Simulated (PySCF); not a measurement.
# Excited states of S⁴⁺ (sulfur, charge +4)

Ground state [Ne] 3s2, ¹S. All numbers are calculated (PySCF 2.14, no relativity, point nucleus, in def2-TZVPPD with one added diffuse shell each of s, p, d type (7s7p5d1f, 60 functions)). Vertical excitation energies in eV without spin-orbit coupling; excited terms of each kind are numbered among those the solver found. Frozen: [He] 2s2.

| term | leading excitation | EOM-EE-CCSD |
| --- | --- | --- |
| 1 3P° | 3s → p | 10.286 |
| 1 1P° | 3s → p | 15.791 |
| 1 3D | 3s → d | 29.304 |
| 1 1D | 3s → d | 34.006 |
| 1 3S | 3s → s | 38.542 |
| 1 1S | 3s → s | 39.557 |
| 2 3P° | 3s → p | 43.233 |
| 2 1P° | 3s → p | 43.278 |
| 2 3D | 3s → d | 49.396 |
| 2 1D | 3s → d | 49.595 |

Only the lower part of the computed list is shown. Doubly excited terms such as np² are absent. The solver can miss terms.
